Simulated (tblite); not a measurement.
C₄H₄N (SMILES [c]1cc[nH]c1), doublet, at a GFN2-xTB geometry; GFN1-xTB (tblite).

Input for tblite:
```
$ tblite run mol.xyz --method gfn1 --charge 0 --spin 1 --etemp 2000 --json tblite.json --no-restart

# file mol.xyz
9

C      0.44026225    -1.15379884     0.13015778
C     -0.86976968    -0.81726522     0.01241725
N     -0.90895799     0.54555218    -0.10885629
C      0.35940770     1.03770577    -0.06606273
C      1.23745972    -0.00789219     0.08423391
H     -1.75826631    -1.41388996     0.00436430
H     -1.74315807     1.10039135    -0.21347371
H      0.55591284     2.08925840    -0.14432913
H      2.30405753     0.05287791     0.15095533
```

What does tblite print? Leave out banner, timings and long lists.


```
xTB calculator
 | screened Coulomb repulsion
 | Coulomb electrostatics
 |  * isotropic Klopman-Ohno-Mataga-Nishimoto electrostatics
 |  * onsite third-order electrostatics
 | DFT-D3(BJ) dispersion correction

halogen bonding energy    0.0000000000000E+00 Eh
repulsion energy          2.2187631551263E-01 Eh
dispersion energy        -2.7994759760213E-03 Eh
number of electrons       2.5000000000000E+01 e
integral cutoff           1.9731147476801E+01 bohr

------------------------------------------------------------
  cycle        total energy    energy error   density error
------------------------------------------------------------
      1     -13.65407901032  -1.3873156E+01   6.8020604E-01
      2     -13.67384594181  -1.9766931E-02   4.1058839E-01
      3     -13.66469924270   9.1466991E-03   9.6919739E-02
      4     -13.67675370779  -1.2054465E-02   1.6366014E-02
      5     -13.67713937735  -3.8566956E-04   3.2287458E-03
      6     -13.67714409090  -4.7135565E-06   6.4124063E-04
      7     -13.67714444309  -3.5219061E-07   2.0583539E-04
      8     -13.67714446580  -2.2701686E-08   9.3940957E-05
      9     -13.67714447276  -6.9683299E-09   4.5471036E-05
     10     -13.67714447317  -4.0128256E-10   2.6473246E-05
     11     -13.67714447412  -9.5710995E-10   3.8626972E-06
------------------------------------------------------------

electronic energy        -1.3896221313659E+01 Eh
total energy             -1.3677144474122E+01 Eh

Post processing:
 | Mayer-Wiberg bond orders

[Info] JSON dump of results written to 'tblite.json'
```
